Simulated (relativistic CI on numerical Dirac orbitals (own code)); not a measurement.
## d4 in a ligand field

Computed with a parametric ligand-field model of a d^n configuration (Racah B and C, spin-orbit zeta, crystal field), exact diagonalisation.

Field parameters in Wybourne normalisation: Oh B⁴₀ = 21Dq, B⁴₄ = √(5/14) B⁴₀; Td as Oh with Dq negative (B⁴₀ = 21Dq, B⁴₄ = √(5/14) B⁴₀). The field is a parameter set, without covalency.

**Question.** Lowest levels for B = 530, C = 2380, ζ = 170 cm⁻¹, Oh, 10Dq = 12350 cm⁻¹?

**Answer.** A1 0 (S 1.98), T1 11 (S 1.99), E 22 (S 1.99), T2 30 (S 2.00), A2 39 (S 2.00), A1 1661 (S 1.03), T1 1735 (S 1.02), T2 1865 (S 1.00), E 1874 (S 1.01) cm⁻¹, with S from ⟨S²⟩ = S(S + 1). The ground level has 0.98 electrons in the cubic e pair.

**Question.** Lowest levels for B = 800, C = 4020, ζ = 650 cm⁻¹, Oh, 10Dq = 38250 cm⁻¹?

**Answer.** A1 0 (S 1.00), T1 375 (S 1.00), E 999 (S 1.00), T2 1002 (S 1.00), T2 12117 (S 0.01), E 13110 (S 0.01), A2 15074 (S 2.00), T2 15083 (S 2.00), E 15093 (S 2.00) cm⁻¹, with S from ⟨S²⟩ = S(S + 1). The ground level has 0.02 electrons in the cubic e pair.

**Question.** Lowest levels for B = 1010, C = 4790, ζ = 430 cm⁻¹, Oh, 10Dq = 29150 cm⁻¹?

**Answer.** A1 0 (S 1.17), T1 248 (S 1.18), E 648 (S 1.24), T2 733 (S 1.16), A2 1509 (S 2.00), T2 1618 (S 1.90), E 1705 (S 1.84), T1 1714 (S 1.88), A1 1740 (S 1.89) cm⁻¹, with S from ⟨S²⟩ = S(S + 1). The ground level has 0.17 electrons in the cubic e pair; its S is far from a half-integer, so spin-orbit coupling mixes spin states.

**Question.** Lowest levels for B = 390, C = 1950, ζ = 670 cm⁻¹, Oh, 10Dq = 13350 cm⁻¹?

**Answer.** A1 0 (S 1.12), T1 489 (S 1.13), E 1131 (S 1.13), T2 1205 (S 1.07), A2 2965 (S 2.00), T2 3061 (S 1.95), E 3149 (S 1.91), T1 3188 (S 1.92), A1 3223 (S 1.92) cm⁻¹, with S from ⟨S²⟩ = S(S + 1). The ground level has 0.13 electrons in the cubic e pair; its S is far from a half-integer, so spin-orbit coupling mixes spin states.

**Question.** Lowest levels for B = 550, C = 2830, ζ = 700 cm⁻¹, Td, 10Dq = -4000 cm⁻¹?

**Answer.** A1 0 (S 1.99), T1 127 (S 1.99), T2 249 (S 2.00), E 685 (S 2.00), T1 760 (S 2.00), T2 1103 (S 2.00), A2 4619 (S 2.00), T2 4649 (S 1.99), E 4677 (S 1.99) cm⁻¹, with S from ⟨S²⟩ = S(S + 1). The ground level has 1.97 electrons in the cubic e pair.
